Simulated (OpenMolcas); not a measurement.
**Ionisation energies of platinum**

```yaml
Program: OpenMolcas
Basis: ANO-RCC [11s10p8d6f4g2h]
Scalar_Hamiltonian: DKH2, point nucleus
Spin-orbit_coupling: RASSI with atomic mean-field integrals over the reference wave functions, term energies averaged over their components
```

Active shells in each charge state: the valence d shell, with orbitals averaged over the low states. Where CASPT2's correlated closed shells are named, they are those of the first ion.

A. CASSCF
B. SS-CASPT2, IPEA 0.25 Eh, imaginary shift 0.1 Eh (closed shells correlated: 5s 5p)
C. SS-CASPT2, IPEA 0.25 Eh, imaginary shift 0.1 Eh (closed shells correlated: 4f 5s 5p)
D. SS-CASPT2, IPEA 0.25 Eh, imaginary shift 0.1 Eh (closed shells correlated: none)
E. SS-CASPT2, IPEA 0 Eh, imaginary shift 0.1 Eh (closed shells correlated: 5s 5p)

Energies in eV between the lowest computed levels, named as in B; reference values from the NIST Atomic Spectra Database with their kind.

| From | To | A | B | C | D | E | Spin-orbit share in B | Reference |
| --- | --- | --- | --- | --- | --- | --- | --- | --- |
| Pt2+ 5d8 3F4 | Pt3+ 5d7 4F 9/2 | 29.151 | 30.800 | 30.940 | 30.758 | 30.753 | -0.074 | 29.000 (theoretical) |
| Pt3+ 5d7 4F 9/2 | Pt4+ 5d6 5D4 | 42.937 | 44.411 | 44.591 | 44.317 | 44.435 | +0.257 | 43.000 (theoretical) |
| Pt4+ 5d6 5D4 | Pt5+ 5d5 6S 5/2 | 56.638 | 58.148 | 58.368 | 57.993 | 58.130 | +0.666 | 56.000 (theoretical) |
| Pt5+ 5d5 6S 5/2 | Pt6+ 5d4 5D0 | 75.297 | 76.137 | 76.436 | 75.888 | 76.200 | -1.158 | 75.000 (theoretical) |
| Pt6+ 5d4 5D0 | Pt7+ 5d3 4F 3/2 | 91.019 | 91.888 | 92.223 | 91.533 | 91.929 | -0.494 | 91.000 (theoretical) |
| Pt7+ 5d3 4F 3/2 | Pt8+ 5d2 3F2 | 108.216 | 109.055 | 109.434 | 108.533 | 109.118 | -0.109 | 109.000 (theoretical) |

The lowest level within the active space need not be the ion's true ground level.
